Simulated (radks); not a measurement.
Question: Radial electron density D(r) = 4 pi r^2 rho(r) of an atom or ion with 37 electrons. Method: scalar-relativistic Kohn-Sham, PBE, spin-unpolarised, spherical densities, point nucleus; computed with a radial shooting solver on a logarithmic mesh with Libxc functionals.

r (bohr),D(r) (e/bohr)
0.001115,1.294
0.001267,1.626
0.00144,2.038
0.001637,2.550
0.00186,3.182
0.002114,3.961
0.002422,4.980
0.002753,6.156
0.003129,7.578
0.003556,9.286
0.004042,11.32
0.004593,13.72
0.005221,16.51
0.005934,19.71
0.006744,23.34
0.007665,27.37
0.008781,32.01
0.009981,36.62
0.01134,41.30
0.01289,45.84
0.01465,49.98
0.01665,53.44
0.01893,55.93
0.02151,57.23
0.02445,57.24
0.02779,56.04
0.03158,53.97
0.03618,51.45
0.04113,49.61
0.04674,49.11
0.05312,50.60
0.06038,54.24
0.06862,59.58
0.07799,65.43
0.08864,70.11
0.1007,71.95
0.1145,69.96
0.1312,63.93
0.1491,56.37
0.1695,49.69
0.1926,46.34
0.2189,47.30
0.2488,51.37
0.2828,55.50
0.3214,56.32
0.3653,51.91
0.4151,42.85
0.4718,31.87
0.5406,21.80
0.6144,16.02
0.6983,13.82
0.7936,13.51
0.902,13.09
1.025,11.41
1.165,8.576
1.324,5.471
1.505,2.938
1.711,1.320
1.96,0.4602
2.228,0.1388
2.532,0.03374
2.877,0.006514
3.27,0.0009797
3.717,0.0001113

What is the nuclear charge?

Answer: Z = 45. The innermost maximum, from 1s, lies near gamma/Z bohr with gamma = sqrt(1 - (Z/c)^2) = 0.945, here 0.021 bohr (found: 0.0229), and its height grows with Z. The density is that of the rhodium ion Rh8+ in [Kr] 4d1; the configuration itself is not fixed sharply by these data, and Z only to a few units. D(r) has 3 maxima, at r = 0.0229, 0.101, 0.309 bohr, and minima at 0.0456, 0.199 bohr, inside which lie 2.02, 11.06 electrons.
